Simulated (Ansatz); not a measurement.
Abridged output of a molecular run in Ansatz:

```
Functional definition: HF
1400 factors; integrals over basis functions are off by at most 7.2e-4 eV
mean field evaluation 1: about -22874.5378 eV, gradient 2.8e1 eV
mean field evaluation 2: about -22874.5473 eV, gradient 2.8e1 eV
mean field evaluation 4: about -22878.0251 eV, gradient 2.7e0 eV
mean field evaluation 8: about -22878.1199 eV, gradient 2.1e-1 eV
mean field -22878.12106283 eV, -840.7554417116 hartree, gradient 7.1e-6 eV, S^2 0.761054; 0 other end points of the search recorded, 0 dependent functions left out
12 core orbitals not correlated: weight in the atoms' cores, before any rotation towards them, 1.000 or more for the frozen orbitals, at most 0.000 for the correlated occupied ones
reference -22878.12106283 eV, -840.7554417116 hartree; 19, 18 occupied and 168, 169 virtual orbitals, 1400 factors
second order -28.54040744 eV of doubles, -0.00000000 eV of singles
cycle   1  -27.77112109 eV  change    7.7e-1 eV  update   1.5e-1
cycle   2  -28.56154892 eV  change   -7.9e-1 eV  update   4.9e-2
cycle   3  -28.75088361 eV  change   -1.9e-1 eV  update   2.5e-2
cycle   4  -28.74057960 eV  change    1.0e-2 eV  update   8.0e-3
cycle   5  -28.73410846 eV  change    6.5e-3 eV  update   4.4e-3
cycle   6  -28.73506507 eV  change   -9.6e-4 eV  update   2.0e-3
cycle   7  -28.73570062 eV  change   -6.4e-4 eV  update   1.1e-3
cycle   8  -28.73566490 eV  change    3.6e-5 eV  update   3.7e-4
cycle   9  -28.73580350 eV  change   -1.4e-4 eV  update   2.0e-4
cycle  10  -28.73577912 eV  change    2.4e-5 eV  update   7.0e-5
cycle  11  -28.73571283 eV  change    6.6e-5 eV  update   3.1e-5
cycle  12  -28.73575129 eV  change   -3.8e-5 eV  update   1.5e-5
cycle  13  -28.73574741 eV  change    3.9e-6 eV  update   6.5e-6
perturbative correction -1.27994758 eV, -0.0470372060 hartree
Total energy: -22908.13675782 eV, -841.8584981572 hartree
Checks for a lower state left out: cluster_reference
```

Its atoms:

```xyz
6

O     1.4100    1.1024    2.2021
C     1.0457    0.7897    1.1408
N     0.7009    0.5259    0.0156
Sn   -0.2855   -0.9862   -0.9032
Cl   -2.4082   -0.9980    0.0780
H    -0.4629   -0.4338   -2.5334
```

(1) Which basis set was used?
A. def2-SVP
B. cc-pV(Q+d)Z
C. cc-pV(D+d)Z
D. def2-TZVPP

(2) Write the keys of the input that set method, charge and spin (a neutral closed shell needs none for the last two).

## Answers

(1) D. It gives 199 functions.

(2) 
```yaml
magnetization: {spin_polarized: true, initial_magnetization: 1}
correlation: {method: ccsd_t}
scf: {omitted_lower_state_checks: [cluster_reference]}
```
